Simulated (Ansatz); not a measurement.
A set of 12 reactions (ligand exchange), with CCSD(T)/CBS values in kJ/mol:

```json
{"reaction": "`[SiH3]COCS` + `CSCS` → `CSCS[SiH3]` + `COCS`", "ΔE": "-74.6"}
{"reaction": "`C[O][Ti]([F])([F])[F]` + H₂S → `[F][Ti]([F])([F])[SH]` + CH₃OH", "ΔE": "60.0"}
{"reaction": "`CC#CB(O)[SiH3]` + `O[SiH3]` → `OB([SiH3])O[SiH3]` + `C#CC`", "ΔE": "-82.8"}
{"reaction": "`[SiH3][SiH]1C[SiH2]O1` + `N=CCF` → `FC/C=N\\[SiH3]` + `C1[SiH2]O[SiH2]1`", "ΔE": "-27.0"}
{"reaction": "`O=[CH][AlH][C]#C[SeH]` + H–F → `O=[CH][AlH][F]` + `C#C[SeH]`", "ΔE": "-117.2"}
{"reaction": "`N#[C][Sn]([F])([F])[Cl]` + HCl → `N#[C][Sn]([F])([Cl])[Cl]` + H–F", "ΔE": "-41.0"}
{"reaction": "`[SiH3][SiH2][O][GeH3]` + H₂Te → `[GeH3][TeH]` + `O[SiH2][SiH3]`", "ΔE": "-28.4"}
{"reaction": "`[SiH3][SiH2][O][GeH3]` + NH₃ → `N[SiH2][O][GeH3]` + SiH₄", "ΔE": "-71.3"}
{"reaction": "`F[SiH](F)S[SiH](Cl)Cl` + `N[SiH](F)F` → `F[SiH](F)N[SiH](Cl)Cl` + `F[SiH](F)S`", "ΔE": "-9.1"}
{"reaction": "`[F][Ga]([SH])[Br]` + H₂S → `[SH][Ga]([SH])[Br]` + H–F", "ΔE": "-17.6"}
{"reaction": "`C[O][W](=[O])(=[S])[Cl]` + HCl → `[O]=[W](=[S])([Cl])[Cl]` + CH₃OH", "ΔE": "-4.5"}
{"reaction": "`C=[C](F)[GeH3]` + H₂S → `[SH][GeH3]` + `C=CF`", "ΔE": "-58.5"}
```

Calculated with Ansatz (gas phase, PBE0-D4/def2-TZVP geometries, no zero-point term in ΔE). CBS: MP2 limit from def2 TZ/QZ plus the TZ coupled-cluster correction, frozen cores. This one scheme is used for every species. Functionals use def2-TZVPP. B3LYP here is the variant with VWN-RPA as its local correlation; programs differ in this. Elements past krypton have def2 core potentials. For Br, Ga, Ge, Se, Sn, Te, Ti, W outer-core shells are correlated without core-valence functions, which leaves a few kJ/mol of doubt a bond. Scalar relativity is left out up to krypton. One conformer a species, not always the lowest.

Question: Give the mean, mean absolute and largest difference (level minus CCSD(T)/CBS, kJ/mol) for: PBE-D4, PBE0-D4, B3LYP-D4, ωB97M-V, PBE0, B3LYP, HF/def2-TZVPP, MP2/def2-TZVPP, CCSD/def2-TZVPP, CCSD(T)/def2-TZVPP, MP2/def2-QZVPP, SCS-MP2/def2-QZVPP, MP2/CBS(def2), CCSD/CBS(def2). (Estimate.)

Answer: Computed: 
```json
{"level": "PBE-D4", "mean": "4.3", "mean absolute": "7.7", "largest": "18.3"}
{"level": "PBE0-D4", "mean": "1.4", "mean absolute": "6.0", "largest": "12.5"}
{"level": "B3LYP-D4", "mean": "1.7", "mean absolute": "2.8", "largest": "8.7"}
{"level": "ωB97M-V", "mean": "-0.1", "mean absolute": "3.7", "largest": "9.6"}
{"level": "PBE0", "mean": "1.4", "mean absolute": "5.9", "largest": "11.1"}
{"level": "B3LYP", "mean": "2.0", "mean absolute": "5.9", "largest": "18.0"}
{"level": "HF/def2-TZVPP", "mean": "-1.4", "mean absolute": "12.6", "largest": "22.6"}
{"level": "MP2/def2-TZVPP", "mean": "-2.0", "mean absolute": "3.8", "largest": "-9.4"}
{"level": "CCSD/def2-TZVPP", "mean": "1.9", "mean absolute": "4.9", "largest": "9.5"}
{"level": "CCSD(T)/def2-TZVPP", "mean": "2.2", "mean absolute": "3.3", "largest": "8.4"}
{"level": "MP2/def2-QZVPP", "mean": "-3.3", "mean absolute": "4.4", "largest": "-12.5"}
{"level": "SCS-MP2/def2-QZVPP", "mean": "-1.5", "mean absolute": "4.7", "largest": "-11.1"}
{"level": "MP2/CBS(def2)", "mean": "-4.2", "mean absolute": "5.9", "largest": "-14.4"}
{"level": "CCSD/CBS(def2)", "mean": "-0.2", "mean absolute": "2.1", "largest": "4.1"}
```

The largest T1 diagnostic in the set is 0.025, for `[F][Ti]([F])([F])[SH]` (customary mark 0.02).

CCSD(T)/CBS is a level of theory with its own doubt, and the functionals carry their triple-zeta basis error, so these figures describe this set and don't rank the functionals.
